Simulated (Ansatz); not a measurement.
Geometry optimisation, RKS PBE0/6-31G (Ansatz 0.2.0).

The input (input.yaml):

```yaml
crystal:
  periodic: [false, false, false]
  atoms:
    - { symbol: Al, position_ang: [0.0, 0.0, 0.0] }
    - { symbol: O, position_ang: [0.0, 0.0, 1.78] }
    - { symbol: H, position_ang: [-0.9095, -0.2814, 2.1171] }
    - { symbol: O, position_ang: [1.5415, 0.0, -0.89] }
    - { symbol: H, position_ang: [1.8414, -0.9519, -1.0449] }
    - { symbol: Cl, position_ang: [-1.9312, 0.0, -1.115] }
basis:
  gaussian: { orbitals: "6-31G" }
hamiltonian:
  xc: pbe0
relax:
  f_tol: 0.02
  max_steps: 40
```

Run as:

```bash
$ ansatz run input.yaml --threads 1 --pin off --max-ram 2048MiB --backend cpu --events-out ev --progress --plain --runs-dir out
```

Where does it end, and by what steps?

It converged. Limits of this set-up: no polarisation functions. After 10 steps the energy has fallen by 0.639 eV; H5 moved furthest, 0.54 Å.

```tsv
step	energy less start (eV)	largest force component (eV/Å)	accepted
0	0.0000	1.928	yes
1	-0.1148	2.615	yes
2	-0.4034	1.252	yes
3	-0.4975	0.954	yes
4	-0.5434	1.052	yes
5	-0.6178	0.547	yes
6	-0.6244	0.658	yes
7	-0.6360	0.071	yes
8	-0.6372	0.115	yes
9	-0.6382	0.108	yes
10	-0.6393	0.016	yes
```

```xyz
6
Properties=species:S:1:pos:R:3
Al -0.129 -0.174 -0.059
O -0.206 -0.138 1.621
H -0.680 -0.049 2.442
O 1.284 -0.411 -0.925
H 2.219 -0.563 -1.008
Cl -1.946 0.101 -1.224
```

Whether the end is a true minimum wasn't checked by a vibrational analysis.

Run time: 22 s on 1 thread of Arm Neoverse V2 (shared host), peak memory 0.12 GiB.
